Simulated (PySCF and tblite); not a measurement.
The numbers below are computed, except where a source is named.
Stationary points of C5H5F3Si at PBE0-D3(BJ)/def2-SVP, in Å:

Structure A

```
 1 F     2.383    0.992   -1.093
 2 Si    1.502    0.293    0.067
 3 F     2.629   -0.617    0.783
 4 F     1.106    1.446    1.106
 5 C     0.034   -1.140   -0.002
 6 C    -0.907   -0.748    0.979
 7 C    -1.605    0.371    0.512
 8 C    -1.119    0.721   -0.754
 9 C    -0.105   -0.192   -1.120
10 H     0.557   -2.097   -0.050
11 H    -1.014   -1.212    1.959
12 H    -2.348    0.931    1.078
13 H    -1.418    1.588   -1.342
14 H     0.305   -0.337   -2.122
```

Structure B

```
 1 F     2.832    0.130   -0.901
 2 Si    1.766    0.114    0.299
 3 F     2.491   -0.597    1.541
 4 F     1.486    1.633    0.710
 5 C     0.224   -0.797   -0.184
 6 C    -0.718   -0.613    0.955
 7 C    -1.675    0.274    0.578
 8 C    -1.457    0.660   -0.802
 9 C    -0.366    0.011   -1.286
10 H     0.517   -1.833   -0.426
11 H    -0.605   -1.088    1.929
12 H    -2.481    0.648    1.210
13 H    -2.076    1.367   -1.357
14 H     0.060    0.089   -2.287
```

Level: PBE0/pcSseg-1 + D3(BJ), IEF-PCM chloroform on PBE0-D3(BJ)/def2-SVP stationary points, with GFN2-xTB thermal terms.

Which structure is a saddle point, and along which motion?

A: one imaginary mode (257i cm⁻¹ at GFN2-xTB, mostly on C5, C9, Si2), along the shift of Si2 from C5 to C9.

Give their symmetry and energies above the lowest.

A Cs, 12.7 kcal/mol; B Cs, 0.0 kcal/mol.
